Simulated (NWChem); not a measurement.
System: C2H5BF2O; SMILES OCCB(F)F

NWChem printed, in part:

```
             Northwest Computational Chemistry Package (NWChem) 7.3.0
             --------------------------------------------------------

 C1  symmetry detected

                             Geometry "geometry" -> ""
                             -------------------------

 Output coordinates in angstroms (scale by  1.889725989 to convert to a.u.)

  No.       Tag          Charge          X              Y              Z
 ---- ---------------- ---------- -------------- -------------- --------------
    1 O                    8.0000     0.14963204     2.69972832     0.08422832
    2 C                    6.0000    -0.40976805     1.42474079    -0.07397180
    3 C                    6.0000     0.61082376     0.30190454     0.04070162
    4 B                    5.0000     0.03863742    -1.15170532     0.01531932
    5 F                    9.0000    -1.25983289    -1.40229281     0.02331644
    6 F                    9.0000     0.83507162    -2.20626684    -0.00646498
    7 H                    1.0000     0.79736337     2.83210078    -0.61582144
    8 H                    1.0000    -0.96038481     1.33374476    -1.03226963
    9 H                    1.0000    -1.16522660     1.32106331     0.72056681
   10 H                    1.0000     1.18041842     0.41569177     0.98203857
   11 H                    1.0000     1.37410333     0.37526441    -0.75697951

 Effective nuclear repulsion energy (a.u.)     227.0320187485

                                 NWChem DFT Module
                                 -----------------

 Summary of "ao basis" -> "ao basis" (spherical)
 ------------------------------------------------------------------------------
       Tag                 Description            Shells   Functions and Types
 ---------------- ------------------------------  ------  ---------------------
 O                         def2-tzvp                11       31   5s3p2d1f
 C                         def2-tzvp                11       31   5s3p2d1f
 B                         def2-tzvp                11       31   5s3p2d1f
 F                         def2-tzvp                11       31   5s3p2d1f
 H                         def2-tzvp                 4        6   3s1p

            General Information
            -------------------
          SCF calculation type: DFT
          Wavefunction type:  closed shell.
          No. of atoms     :    11
          No. of electrons :    48
           Alpha electrons :    24
            Beta electrons :    24
          Charge           :     0
          Spin multiplicity:     1
          Use of symmetry is: off; symmetry adaption is: off
          Maximum number of iterations: 150
          AO basis - number of functions:   216
                     number of shells:    86
          Convergence on energy requested:  1.00D-06
          Convergence on density requested:  1.00D-05
          Convergence on gradient requested:  5.00D-04

              XC Information
              --------------
                         B3LYP Method XC Potential
                     Hartree-Fock (Exact) Exchange  0.200
                        Slater Exchange Functional  0.800 local
                    Becke 1988 Exchange Functional  0.720 non-local
              Lee-Yang-Parr Correlation Functional  0.810
                  VWN I RPA Correlation Functional  0.190 local

             Grid Information
             ----------------
          Grid used for XC integration:  medium
          Radial quadrature: Mura-Knowles
          Angular quadrature: Lebedev.
          Tag              B.-S. Rad. Rad. Pts. Rad. Cut. Ang. Pts.
          ---              ---------- --------- --------- ---------
          O                   0.60       49          12.0       434
          C                   0.70       49          10.0       434
          B                   0.85       49          11.0       434
          F                   0.50       49          13.0       434
          H                   0.35       45          12.0       434
          Grid pruning is: on
          Number of quadrature shells:   519
          Spatial weights used:  Erf1

      Superposition of Atomic Density Guess
      -------------------------------------

 Sum of atomic energies:        -375.99687924

      Non-variational initial energy
      ------------------------------

 Total energy =    -378.590578
 1-e energy   =    -967.996463
 2-e energy   =     362.373866
 HOMO         =      -0.369794
 LUMO         =       0.057727

------------------------------------------------------------
EAF file 0: "./job.aoints.0" size=875560960 bytes
------------------------------------------------------------
               write      read    awrite     aread      wait
               -----      ----    ------     -----      ----
     calls:     1670         0         0         0         0
   data(b): 8.76e+08  0.00e+00  0.00e+00  0.00e+00
   time(s): 0.00e+00  0.00e+00  0.00e+00  0.00e+00  0.00e+00
rate(mb/s): 0.00e+00  0.00e+00
------------------------------------------------------------

     ---------------------------------------------
      Total Density - Mulliken Population Analysis
     ---------------------------------------------

    Atom       Charge   Shell Charges
 -----------   ------   -------------------------------------------------------
    1 O    8     8.68   0.79  1.18  0.59  0.94  0.25  1.98  2.14  0.78  0.00  0.02  0.00
    2 C    6     5.96   0.86  1.12  0.53  0.63  0.14  1.10  1.18  0.28  0.03  0.10  0.01
    3 C    6     6.53   0.86  1.12  0.55  0.67  0.11  1.28  1.46  0.42  0.01  0.04  0.00
    4 B    5     4.04   0.91  1.07  0.50  0.31  0.04  0.64  0.29  0.04  0.10  0.09  0.05
    5 F    9     9.42   0.77  1.20  0.61  0.99  0.32  2.36  2.32  0.84  0.00  0.01  0.00
    6 F    9     9.42   0.77  1.20  0.61  0.99  0.32  2.36  2.32  0.83  0.00  0.01  0.00
    7 H    1     0.57   0.20  0.27  0.06  0.04
    8 H    1     0.87   0.25  0.46  0.14  0.02
    9 H    1     0.87   0.25  0.46  0.14  0.02
   10 H    1     0.82   0.23  0.43  0.13  0.02
   11 H    1     0.82   0.23  0.43  0.13  0.02

   convergence    iter        energy       DeltaE   RMS-Dens  Diis-err
 ---------------- ----- ----------------- --------- --------- ---------
 d= 0,ls=0.0,diis     1   -379.1462994090 -6.06D+02  5.67D-03  1.43D+00
 d= 0,ls=0.0,diis     2   -379.1220170935  2.43D-02  3.05D-03  1.93D+00
 d= 0,ls=0.0,diis     3   -379.2691261825 -1.47D-01  7.03D-04  1.05D-01
 d= 0,ls=0.0,diis     4   -379.2761506557 -7.02D-03  2.10D-04  5.06D-03
 d= 0,ls=0.0,diis     5   -379.2765904635 -4.40D-04  6.45D-05  6.13D-04
  Resetting Diis
 d= 0,ls=0.0,diis     6   -379.2766467510 -5.63D-05  1.39D-05  3.14D-05
 d= 0,ls=0.0,diis     7   -379.2766488832 -2.13D-06  9.26D-06  3.44D-06
 d= 0,ls=0.0,diis     8   -379.2766486103  2.73D-07  5.21D-06  6.69D-06

         Total DFT energy =     -379.276648610320
      One electron energy =     -972.547677897159
           Coulomb energy =      412.692773985117
    Exchange-Corr. energy =      -46.453763446746
 Nuclear repulsion energy =      227.032018748467

 Numeric. integr. density =       47.999996603867

                       DFT Final Molecular Orbital Analysis
                       ------------------------------------

 Vector   22  Occ=2.000000D+00  E=-3.691570D-01
              MO Center=  1.9D-01,  1.4D-01,  1.0D-02, r^2= 2.8D+00
   Bfn.  Coefficient  Atom+Function         Bfn.  Coefficient  Atom+Function
  ----- ------------  ---------------      ----- ------------  ---------------
    68      0.232472   3 C  px              100     -0.172044   4 B  py
   131      0.170813   5 F  py               71      0.166321   3 C  px
   212      0.162464  11 H  s                69      0.153025   3 C  py
   134      0.135215   5 F  py              200      0.129375   9 H  s
    37     -0.116181   2 C  px               96     -0.116466   4 B  s

 Vector   23  Occ=2.000000D+00  E=-3.384209D-01
              MO Center= -5.6D-02,  1.6D+00,  6.3D-02, r^2= 2.8D+00
   Bfn.  Coefficient  Atom+Function         Bfn.  Coefficient  Atom+Function
  ----- ------------  ---------------      ----- ------------  ---------------
     8      0.206724   1 O  pz                7      0.188764   1 O  py
    39     -0.183404   2 C  pz              200     -0.171493   9 H  s
    11      0.160950   1 O  pz               10      0.153627   1 O  py
    69      0.145190   3 C  py              194      0.138896   8 H  s
    13      0.137135   1 O  py              201     -0.131097   9 H  s

 Vector   24  Occ=2.000000D+00  E=-2.892337D-01
              MO Center=  5.9D-02,  2.1D+00, -4.4D-02, r^2= 1.9D+00
   Bfn.  Coefficient  Atom+Function         Bfn.  Coefficient  Atom+Function
  ----- ------------  ---------------      ----- ------------  ---------------
     6      0.295993   1 O  px                8      0.246091   1 O  pz
     9      0.242731   1 O  px               12      0.204213   1 O  px
    11      0.201385   1 O  pz                7     -0.171520   1 O  py
    14      0.170667   1 O  pz              194      0.165924   8 H  s
    66     -0.143527   3 C  s                10     -0.140440   1 O  py

 Vector   25  Occ=0.000000D+00  E=-3.708600D-03
              MO Center=  1.3D-01, -8.8D-01, -4.8D-02, r^2= 2.8D+00
   Bfn.  Coefficient  Atom+Function         Bfn.  Coefficient  Atom+Function
  ----- ------------  ---------------      ----- ------------  ---------------
   213      0.596660  11 H  s               207     -0.488302  10 H  s
   104      0.433043   4 B  pz               76      0.423947   3 C  pz
   101      0.405447   4 B  pz              107      0.381563   4 B  pz
    45     -0.317873   2 C  pz              195     -0.231229   8 H  s
   138     -0.198564   5 F  pz              169     -0.198072   6 F  pz

 Vector   26  Occ=0.000000D+00  E= 7.256280D-03
              MO Center=  4.7D-01,  4.5D-01, -4.7D-01, r^2= 7.6D+00
   Bfn.  Coefficient  Atom+Function         Bfn.  Coefficient  Atom+Function
  ----- ------------  ---------------      ----- ------------  ---------------
    67      2.142608   3 C  s                36      1.666148   2 C  s
    98     -1.606674   4 B  s               213     -1.082755  11 H  s
   195     -0.815558   8 H  s               207     -0.808307  10 H  s
    74      0.632954   3 C  px              189     -0.634835   7 H  s
   201     -0.617031   9 H  s                43     -0.400336   2 C  px

 Vector   27  Occ=0.000000D+00  E= 3.336299D-02
              MO Center=  5.5D-01,  1.1D+00, -2.1D-01, r^2= 9.0D+00
   Bfn.  Coefficient  Atom+Function         Bfn.  Coefficient  Atom+Function
  ----- ------------  ---------------      ----- ------------  ---------------
    98      1.673269   4 B  s                67     -1.336608   3 C  s
   189     -1.246979   7 H  s                36      1.000546   2 C  s
    97     -0.920137   4 B  s                 5      0.698997   1 O  s
   195     -0.465157   8 H  s                74      0.352766   3 C  px
   103      0.305946   4 B  py               44     -0.294900   2 C  py

------------------------------------------------------------
EAF file 0: "./job.aoints.0" size=1267204096 bytes
------------------------------------------------------------
               write      read    awrite     aread      wait
               -----      ----    ------     -----      ----
     calls:     2417         7         0     16912     16912
   data(b): 1.27e+09  3.67e+06  0.00e+00  8.87e+09
   time(s): 0.00e+00  0.00e+00  0.00e+00  0.00e+00  0.00e+00
rate(mb/s): 0.00e+00  0.00e+00
------------------------------------------------------------

     ---------------------------------------------
      Total Density - Mulliken Population Analysis
     ---------------------------------------------

    Atom       Charge   Shell Charges
 -----------   ------   -------------------------------------------------------
    1 O    8     8.44   0.79  1.18  0.59  0.91  0.32  1.92  1.88  0.82  0.00  0.03  0.00
    2 C    6     5.98   0.85  1.12  0.52  0.61  0.10  1.30  1.09  0.25  0.03  0.09  0.01
    3 C    6     6.31   0.85  1.12  0.51  0.64  0.12  1.36  1.22  0.43  0.01  0.03  0.00
    4 B    5     4.52   0.91  1.06  0.53  0.21  0.02  0.97  0.39  0.08  0.13  0.15  0.06
    5 F    9     9.24   0.77  1.20  0.62  0.95  0.39  2.30  2.10  0.91  0.00  0.01  0.00
    6 F    9     9.24   0.77  1.20  0.62  0.94  0.39  2.30  2.10  0.90  0.00  0.01  0.00
    7 H    1     0.71   0.26  0.35  0.05  0.05
    8 H    1     0.91   0.28  0.50  0.12  0.02
    9 H    1     0.90   0.28  0.49  0.10  0.02
   10 H    1     0.87   0.27  0.48  0.10  0.02
   11 H    1     0.89   0.27  0.49  0.11  0.02

     -------------------------------------------
      Total Density - Lowdin Population Analysis
     -------------------------------------------

    Atom       Charge   Shell Charges
 -----------   ------   -------------------------------------------------------
    1 O    8     8.03   0.87  1.09  0.53  0.57  0.30  1.76  1.88  0.95  0.00  0.07  0.00
    2 C    6     6.35   0.91  1.04  0.36  0.32  0.16  1.11  1.28  0.53  0.04  0.51  0.07
    3 C    6     6.22   0.91  1.04  0.34  0.32  0.17  1.16  1.37  0.60  0.02  0.27  0.03
    4 B    5     5.86   0.95  0.99  0.32  0.23  0.11  0.85  0.71  0.26  0.26  0.80  0.38
    5 F    9     8.65   0.86  1.10  0.57  0.65  0.34  2.14  2.05  0.92  0.00  0.02  0.00
    6 F    9     8.66   0.86  1.10  0.57  0.65  0.35  2.14  2.05  0.92  0.00  0.02  0.00
    7 H    1     0.83   0.25  0.31  0.11  0.16
    8 H    1     0.88   0.26  0.40  0.16  0.06
    9 H    1     0.87   0.26  0.39  0.15  0.06
   10 H    1     0.82   0.25  0.37  0.15  0.06
   11 H    1     0.83   0.25  0.37  0.16  0.06

     Multipole analysis of the density
     ---------------------------------

     L   x y z        total         alpha         beta         nuclear
     -   - - -        -----         -----         ----         -------
     0   0 0 0     -0.000000    -24.000000    -24.000000     48.000000

     1   1 0 0      0.413271      0.206636      0.206636     -0.000000
     1   0 1 0      0.172581      0.086291      0.086291     -0.000000
     1   0 0 1     -0.429750     -0.214875     -0.214875     -0.000000

     2   2 0 0    -26.175676    -66.994509    -66.994509    107.813342
     2   1 1 0      1.663786      0.161428      0.161428      1.340930
     2   1 0 1     -0.905470     -0.277088     -0.277088     -0.351294
     2   0 2 0    -31.829641   -285.586302   -285.586302    539.342963
     2   0 1 1     -2.722576      0.492740      0.492740     -3.708055
     2   0 0 2    -23.639449    -18.260888    -18.260888     12.882326
```

Level: B3LYP/def2-TZVP. The geometry was optimised at PBE0/def2-SVP.

Problem. Reconstruct the input file.

Solution. One answer among several that fit: the input that was run:
```
start job
memory heap 200 mb stack 900 mb global 1100 mb
geometry units angstroms noautoz
  O      0.140618     2.711491     0.086385
  C     -0.412384     1.433746    -0.072062
  C      0.613867     0.316031     0.042135
  B      0.049001    -1.140434     0.016460
  F     -1.248190    -1.397557     0.024612
  F      0.850730    -2.190967    -0.005744
  H      0.787554     2.847310    -0.613740
  H     -0.962701     1.340236    -1.030290
  H     -1.167174     1.326054     0.722578
  H      1.183044     0.432432     0.983405
  H      1.376630     0.393446    -0.755657
end
basis spherical
  * library def2-tzvp
end
dft
  xc b3lyp
  iterations 150
  semidirect filesize 400000000
  mulliken
end
task dft energy
```
